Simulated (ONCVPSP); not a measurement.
How hard is this Hf (Z = 72) ONCV potential?

hafnium, optimised norm-conserving Vanderbilt (ONCV), made with ONCVPSP 4.0.1 (LDA (Perdew-Zunger), scalar-relativistic). Core [Kr] 4d10 4f14, reference 5s2 5p6 5d3 6s1. Waves: 5s+6s: rc 2.20 bohr, ncon 4, nbas 7, qcut 6.9 1/bohr, 2 projectors; 5p: rc 1.75 bohr, ncon 4, nbas 8, qcut 6.2 1/bohr, 2 projectors, debl 3.4 Ha; 5d: rc 2.40 bohr, ncon 4, nbas 9, qcut 5.2 1/bohr, 2 projectors, debl 3.3 Ha. Local part: polynomial inside 1.40 bohr (lpopt 2, dvloc0 0 Ha). Core correction: none.

Q: For each optimised wave give the share of its norm inside rc, the residual kinetic energy above qcut (Ha) and the cutoffs (Ha) for errors of 10, 1, 0.1 and 0.01 mHa per electron.

A:

```json
{"wave": "5s", "norm inside rc": "0.988", "residual KE": "3.6e-08", "10 mHa": "4.9", "1 mHa": "12.3", "0.1 mHa": "15.7", "0.01 mHa": "18.4"}
{"wave": "6s", "norm inside rc": "0.125", "residual KE": "5.8e-08", "10 mHa": "3.8", "1 mHa": "11.9", "0.1 mHa": "15.9", "0.01 mHa": "18.9"}
{"wave": "5p", "norm inside rc": "0.821", "residual KE": "6.7e-05", "10 mHa": "7.3", "1 mHa": "9.8", "0.1 mHa": "18.1", "0.01 mHa": "60.8"}
{"wave": "p projector 2", "norm inside rc": "0.101", "residual KE": "3.5e-04", "10 mHa": "7.6", "1 mHa": "15.6", "0.1 mHa": "32.6", "0.01 mHa": "80.8"}
{"wave": "5d", "norm inside rc": "0.516", "residual KE": "1.8e-05", "10 mHa": "7.6", "1 mHa": "10.2", "0.1 mHa": "12.1", "0.01 mHa": "16.5"}
{"wave": "d projector 2", "norm inside rc": "0.175", "residual KE": "8.2e-04", "10 mHa": "10.5", "1 mHa": "13.4", "0.1 mHa": "28.6", "0.01 mHa": "64.0"}
```

The occupied waves need 12 Ha and 18 Ha for 1 and 0.1 mHa.
